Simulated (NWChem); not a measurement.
# Electron attachment to Ga$_{2}$

```xyz
2

Ga     0.0000     0.0000     1.2227
Ga     0.0000     0.0000    -1.2227
```
Charge 0, spin multiplicity 3.

Everything below was run with NWChem. Structure: optimised with UPBE0/def2-SVP, a minimum by its harmonic frequencies.

Basis set: def2-TZVPD. The species with one electron more has spin multiplicity 4 and keeps the geometry of the parent. Δ marks differences of total energies (open shells unrestricted). −ε marks an orbital energy of the parent. That orbital need not have the symmetry of the hole or added electron in the Δ rows. The basis adds only a small set of diffuse functions.

The Hamiltonian is non-relativistic. B3LYP has NWChem's definition, with VWN1-RPA local correlation. This spin state was chosen for the runs; another may lie lower. The structure started from a generated list of species. The unpaired electrons of the parent sit in orbitals of symmetry b2u and b3u (D2h labels of the run); other states weren't searched. No SCF solution was tested for a lower state. Open-shell Hartree-Fock references start from PBE0 orbitals.

Task: One of these methods gave a vertical electron affinity of 3.22 eV. Which?
(A) ΔB3LYP
(B) −ε(alpha LUMO) of HF
(C) −ε(alpha LUMO) of B3LYP
(D) −ε(alpha LUMO) of PBE

Result: C, −ε(alpha LUMO) of B3LYP. The others give 3.79 (−ε(alpha LUMO) of PBE), 0.51 (−ε(alpha LUMO) of HF), 1.29 (ΔB3LYP).
